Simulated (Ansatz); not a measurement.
prop-1-ynylboronic acid (C3H5BO2), SMILES CC#CB(O)O. Atoms are numbered in the order given.

```xyz
11

C     -3.0012     0.3379     0.2562
C     -1.5630     0.1897     0.1301
C     -0.3549     0.0794     0.0180
B      1.1669    -0.1071    -0.1076
O      1.9395     0.9190    -0.5411
O      1.7674    -1.2925     0.2096
H     -3.3645    -0.0932     1.2023
H     -3.5212    -0.1762    -0.5674
H     -3.2949     1.3988     0.2302
H      2.8681     0.6619    -0.5706
H      1.1335    -1.9524     0.5050
```

Geometry optimised at PBE0-D3(BJ)/def2-SVP. One conformer was computed; it need not be the lowest.

Two levels are set side by side: PBE-D3(BJ)/def2-SVP (Ansatz, a first-principles code) and PBE0-D3(BJ)/def2-SVP (Ansatz). Each level has its own optimised geometry; the coordinates shown are those of the second. Differences are taken from unrounded values.

```tsv
quantity	PBE0-D3(BJ)
mean bond length (Å)	1.216
bond C1–C2 (Å)	1.451
bond C2–C3 (Å)	1.218
bond C3–B4 (Å)	1.538
bond B4–O5 (Å)	1.356
bond B4–O6 (Å)	1.366
bond C1–H7 (Å)	1.101
bond C1–H8 (Å)	1.101
bond C1–H9 (Å)	1.101
bond O5–H10 (Å)	0.964
bond O6–H11 (Å)	0.962
```

Question: What does PBE-D3(BJ) give, and how far is it from PBE0-D3(BJ)? (The exact figures need the calculation; the answer reports its results.)

Answer: 
```
quantity              PBE-D3(BJ)  PBE-D3(BJ) minus PBE0-D3(BJ)
--------------------  ----------  ----------------------------
mean bond length (Å)       1.225                         0.009
bond C1–C2 (Å)             1.454                         0.003
bond C2–C3 (Å)             1.231                         0.012
bond C3–B4 (Å)             1.539                         0.000
bond B4–O5 (Å)             1.369                         0.013
bond B4–O6 (Å)             1.380                         0.013
bond C1–H7 (Å)             1.110                         0.009
bond C1–H8 (Å)             1.110                         0.009
bond C1–H9 (Å)             1.110                         0.009
bond O5–H10 (Å)            0.976                         0.012
bond O6–H11 (Å)            0.973                         0.011
```

GGA bonds tend to be longer and softer than those of functionals with exact exchange. Differences between two approximate levels are no errors against the true value.
